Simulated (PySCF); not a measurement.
**Radial density of Sc (scandium, neutral)**

UHF, [Ar] 3d1 4s2, 2D determinant. All numbers are calculated (PySCF 2.14, scalar relativity by spin-free X2C-1e, in aug-cc-pwCVTZ-DK with one added diffuse shell each of s, p, d, f, g type (11s10p8d5f4g, 152 functions)).

```tsv
r (bohr)	4πr²ρ (e/bohr)	4πr²(ρα − ρβ)
0.00131	0.1678	0.0000
0.00220	0.4305	0.0000
0.00370	1.081	0.0000
0.00622	2.618	0.0000
0.0105	5.954	0.0000
0.0176	12.11	0.0000
0.0296	20.30	-0.0002
0.0498	24.88	-0.0008
0.0838	20.56	-0.0029
0.141	19.41	-0.0047
0.237	26.42	0.0156
0.399	14.84	0.1235
0.671	7.111	0.3696
1.13	8.070	0.5583
1.90	2.064	0.3750
3.19	0.7331	0.1024
5.37	0.2555	-0.0044
9.03	0.01205	-0.0015
15.2	1.756e-05	0.0000
```

Densities and radii are taken from the X2C orbitals without a picture-change correction, which distorts them close to the nucleus.

Question: Where is the radial spin density 4πr²(ρα − ρβ) most negative, and why is it negative at all?

Answer: Around r = 0.141 bohr, down to -0.0047 e/bohr: exchange with the open shell polarises the paired shells in an unrestricted calculation.
